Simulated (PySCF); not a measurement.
Species: C₅H₈F₃NO.
Atom-mapped SMILES: `[CH3:1][NH:2][C:3](=[O:4])[C@H:5]([CH3:6])[C:7]([F:8])([F:9])[F:10]` (hydrogens: H11, H12, H13 on C1; H14 on N2; H15 on C5; H16, H17, H18 on C6)

Structure optimised with GFN2-xTB, isolated species.

What internal coordinates does the optimisation give?

```
                  bond  length (Å)   order
                 C1–N2       1.444  single
                 N2–C3       1.344  single
                 C3=O4       1.209  double
                 C3–C5       1.543  single
                 C5–C6       1.529  single
                 C5–C7       1.520  single
                 C7–F8       1.349  single
         C7–F9, C7–F10       1.340  single
C1–H11, C1–H12, C1–H13       1.090  single
                N2–H14       1.007  single
                C5–H15       1.095  single
C6–H16, C6–H17, C6–H18       1.087  single
```

Bonds in one row agree within 0.01 Å and their mean is given. Orders are formal, as drawn. A selection of angles:
```
     angle  degrees
 N2–C1–H11    107.6
 N2–C1–H12    110.4
 N2–C1–H13    110.5
H11–C1–H12    109.5
  C1–N2–C3    122.0
 C1–N2–H14    116.8
 C3–N2–H14    121.1
  N2–C3–O4    124.1
  N2–C3–C5    114.9
  O4–C3–C5    120.9
  C3–C5–C6    111.6
  C3–C5–C7    112.1
 C3–C5–H15    106.3
  C6–C5–C7    110.4
 C6–C5–H15    109.8
 C7–C5–H15    106.4
 C5–C6–H16    109.3
 C5–C6–H17    111.2
H16–C6–H17    108.7
  C5–C7–F8    113.1
  C5–C7–F9    111.8
  F8–C7–F9    105.8
 F9–C7–F10    106.7
```

Dihedral angles: C1–N2–C3–O4 -2° (synperiplanar); N2–C3–C5–C6 68° (synclinal); C3–C5–C7–F8 72° (synclinal).

The 2 C–N bonds span 1.344 Å (N2–C3, drawn single) to 1.444 Å (C1–N2, drawn single), a spread of 0.100 Å. The 3 C–C bonds span 1.520 Å (C5–C7, drawn single) to 1.543 Å (C3–C5, drawn single), a spread of 0.023 Å. Of the pairs four or more bonds apart, those above aside, O4···H11 is among the closest relative to their van der Waals radii: 2.33 Å, 86 % of the sum of Bondi's values. N2 (amide nitrogen) is planar (angles 122.0°, 121.1° and 116.8°, sum 359.9°, 0.02 Å off the plane of its three neighbours). H14 on N2 lies 2.21 Å from F8, 5 bonds away (angle at H 123°; Bondi radii sum to 2.67 Å).

Point group: C1 (no symmetry element, even within 0.4 Å). Whether it is a minimum is left open (no frequencies). One conformer, not necessarily the lowest.

These are computed values.
